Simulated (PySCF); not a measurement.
Species: C₃H₅NSi.
Numbering: `[CH:1]#[C:2][SiH2:3][N:4]=[CH2:5]` (hydrogens: H6 on C1; H7, H8 on Si3; H9, H10 on C5)

Structure used (PBE0-D3(BJ)/def2-SVP), in Å, numbered top down from 1:
```
atom  x, y, z in Å
C1     2.2155   -0.9716   -0.0882
C2     1.4085   -0.0597   -0.1125
Si3    0.1004    1.2361   -0.1368
N4    -1.4991    0.5529    0.0655
C5    -1.7657   -0.6713    0.2147
H6     2.9381   -1.7689   -0.0669
H7     0.3361    2.1963    0.9751
H8     0.1364    1.9476   -1.4428
H9    -1.0054   -1.4815    0.2336
H10   -2.8144   -1.0011    0.3371
```

Level of theory: PBE0-D3(BJ)/def2-SVP geometry optimisation, gas phase (PySCF).

Masses are those of the commonest isotopes; rigid-rotor values at the optimised geometry. The values belong to one conformer with, in the numbering `[CH:1]#[C:2][SiH2:3][N:4]=[CH2:5]`, C2–Si3–N4–C5 0°.

What are A, B and C (MHz)?

Ia = 72.43, Ib = 177.78, Ic = 244.22 u·Å²; 505379 MHz·u·Å²/I gives A = 6978, B = 2843, C = 2069 MHz.

What kind of rotor is it?

An asymmetric top; Ray's κ = -0.685.

Is it planar, by Δ = Ic − Ia − Ib?

Not planar: Δ = Ic − Ia − Ib = -5.99 u·Å². For a rigid frame Δ = −2 Σ m c², so Σ m c² = 3.00 u·Å² lies off the ab plane, practically all of it from hydrogen. The atom farthest from that plane is 1.22 Å away.

Give the other two planar moments, Paa and Pbb, and the rms extents of the mass along the axes.

Paa = Σ m a² = (Ib + Ic − Ia)/2 = 174.79 and Pbb = Σ m b² = (Ia + Ic − Ib)/2 = 69.43 u·Å². With the mass M = 83.02 u, the rms extents √(P/M) along a, b and c are 1.45, 0.91, 0.19 Å.

Where do the levels up to J = 5 lie, in K?

Above 0(0,0), as E/k:
J = 1: 1(0,1) 0.236, 1(1,1) 0.434, 1(1,0) 0.471
J = 2: 2(0,2) 0.702, 2(1,2) 0.869, 2(1,1) 0.980, 2(2,1) 1.575, 2(2,0) 1.580
J = 3: 3(0,3) 1.391, 3(1,3) 1.517, 3(1,2) 1.740, 3(2,2) 2.282, 3(2,1) 2.306, 3(3,1) 3.370, 3(3,0) 3.371
J = 4: 4(0,4) 2.291, 4(1,4) 2.378, 4(1,3) 2.746, 4(2,3) 3.222, 4(2,2) 3.288, 4(3,2) 4.322, 4(3,1) 4.324, 4(4,1) 5.833, 4(4,0) 5.833
J = 5: 5(0,5) 3.392, 5(1,5) 3.446, 5(1,4) 3.993, 5(2,4) 4.390, 5(2,3) 4.534, 5(3,3) 5.513, 5(3,2) 5.523, 5(4,2) 7.022, 5(4,1) 7.023, 5(5,1) 8.966, 5(5,0) 8.966
Those of J = 1 are B + C, A + C and A + B.

Which lines would a microwave search look for?

The dipole components are |μa| = 1.00 D, |μb| = 1.65 D, |μc| = 0.00 D; the mirror of this Cs structure is the ab plane, so μc vanishes by symmetry and there are no c-type lines. The squared components, which scale the intensities, stand as 0.36 : 1.00 (a : b). Some of the stronger lines:

```
type  branch         J(Ka,Kc)    MHz  lower level (cm⁻¹)
   a       Q  2(1,1) ← 2(1,2)   2320               0.604
   b       R  5(2,3) ← 4(3,2)   4424               3.004
   a       Q  4(1,3) ← 4(1,4)   7678               1.653
   b       R  1(1,1) ← 0(0,0)   9047               0.000
   b       Q  4(1,3) ← 4(0,4)   9485               1.592
   b       Q  3(2,1) ← 3(1,2)  11794               1.209
   b       Q  3(2,2) ← 3(1,3)  15943               1.055
   a       R  4(0,4) ← 3(0,3)  18745               0.967
   b       Q  5(2,4) ← 5(1,5)  19659               2.395
   b       Q  3(3,1) ← 3(2,2)  22666               1.586
   b       Q  4(3,2) ← 4(2,3)  22919               2.239
   a       R  5(0,5) ← 4(0,4)  22939               1.592
   b       Q  5(3,3) ← 5(2,4)  23402               3.051
   a       R  5(4,1) ← 4(4,0)  24783               4.054
   a       R  5(3,3) ← 4(3,2)  24824               3.004
   b       R  3(2,2) ← 2(1,1)  27141               0.681
   b       R  4(2,3) ← 3(1,2)  30882               1.209
   b       Q  4(4,1) ← 4(3,2)  31495               3.004
   b       Q  5(5,1) ← 5(4,2)  40492               4.881
   b       R  4(3,1) ← 3(2,2)  42545               1.586
   b       R  5(2,3) ← 4(1,4)  44932               1.653
   b       R  5(3,2) ← 4(2,3)  47959               2.239
   b       R  4(4,1) ← 3(3,0)  51310               2.343
   b       R  5(4,2) ← 4(3,1)  56218               3.006
   b       R  5(5,1) ← 4(4,0)  65270               4.054
```

Estimate the classical rotational partition function at 100 K, 200 K and 298.15 K.

Point group Cs, symmetry number σ = 1; q = (√π/σ)·√((kT/h)³/(ABC)), k/h = 20836.6 MHz/K: 26300 at 100 K, 74400 at 200 K, 135000 at 298.15 K.

Whether it is a minimum is left open (no frequencies). Constants of a rigid frame at the computed geometry: no zero-point averaging, no centrifugal distortion. Quadrupole hyperfine structure (14N) is left out.
